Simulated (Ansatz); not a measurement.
The cluster Zn2Cl5⁻. Total charge -1; singlet. Geometry PBE-D4/def2-SVPD.

```xyz
7

Zn   -1.5948    0.4757   -0.5696
Zn    1.3571   -0.4064    0.4939
Cl   -0.6827   -1.5916   -0.4062
Cl    1.5201   -0.8877    2.6576
Cl   -3.5531    1.0762   -1.3348
Cl    2.8826   -0.4200   -1.1240
Cl    0.0709    1.7539    0.2831
```

Another isomer (singlet) lies 0.23 eV lower at PBE0-D4/def2-TZVPD; other spin states weren't run for this one.

(1) Estimate the orbital energies around the gap (eV) in Ansatz with PBE-D4/def2-TZVPD, r2SCAN-D4/def2-TZVPD, PBE0-D4/def2-TZVPD, ωB97X-V/def2-TZVPD, ωB97M-V/def2-TZVPD.

Answers

(1) 
```
orbital  PBE-D4/def2-TZVPD  r2SCAN-D4/def2-TZVPD  PBE0-D4/def2-TZVPD  ωB97X-V/def2-TZVPD  ωB97M-V/def2-TZVPD
 HOMO−9              -4.64                 -5.00               -6.04               -8.48               -8.31
 HOMO−8              -4.48                 -4.86               -5.93               -8.42               -8.26
 HOMO−7              -4.44                 -4.77               -5.82               -8.24               -8.09
 HOMO−6              -4.37                 -4.71               -5.76               -8.23               -8.08
 HOMO−5              -4.15                 -4.49               -5.55               -7.97               -7.82
 HOMO−4              -4.06                 -4.38               -5.40               -7.77               -7.62
 HOMO−3              -3.44                 -3.76               -4.80               -7.26               -7.12
 HOMO−2              -3.33                 -3.65               -4.71               -7.14               -7.00
 HOMO−1              -3.29                 -3.61               -4.66               -7.11               -6.97
   HOMO              -3.23                 -3.55               -4.60               -7.04               -6.90
   LUMO               1.05                  1.40                1.88                3.41                2.92
 LUMO+1               2.02                  2.43                2.77                3.74                3.21
 LUMO+2               2.15                  2.46                2.79                3.81                3.26
 LUMO+3               2.65                  3.12                3.02                3.89                3.34
 LUMO+4               2.67                  3.18                3.19                4.08                3.57
 LUMO+5               3.03                  3.50                3.46                4.37                3.81
```
